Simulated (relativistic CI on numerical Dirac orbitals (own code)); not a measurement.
Method of calculation: Dirac-Coulomb-Breit CI, separate exchange-only KLI orbitals for each configuration, model QED, unscaled Slater integrals (own radial code, finite nucleus).

The strongest absorption lines from the ground level of an ion, among the configurations computed and to levels below about 1390 eV (vacuum wavelength in Å, gf): 8.9503 (0.62), 8.9601 (0.36), 8.9673 (0.066), 9.0039 (0.25), 30.509 (0.12), 33.925 (2), 35.894 (1.5), 37.842 (0.15).

Question: Which ion is it?
A. Dy⁴³⁺
B. Dy³⁹⁺
C. Dy⁴¹⁺
D. Sm³⁷⁺

Answer: C. Dy⁴¹⁺ has 25 electrons and the ground level 3s2.3p6.3d7 4F_9/2; the strongest line goes to 3s2.3p5.3d8 4D°_7/2. The pattern of lines fixes the number of electrons, and along that sequence the line energies rise steadily with the charge (about as its square where n changes within one kind of shell, about linearly where n is kept but much faster in heavy ions where fine structure, which grows about as Z⁴, sets the gap, and irregularly where shells cross), which fixes Z. Configurations outside the model, such as inner-shell arrays, can give stronger lines. At this charge energies of transitions that change n are usually good to better than 1 %, and those within a shell (Δn = 0) to a few per cent.

LS names give the leading component of a level, which can be under half, so a name can repeat, a term be missing and a line seem to break the LS rules.
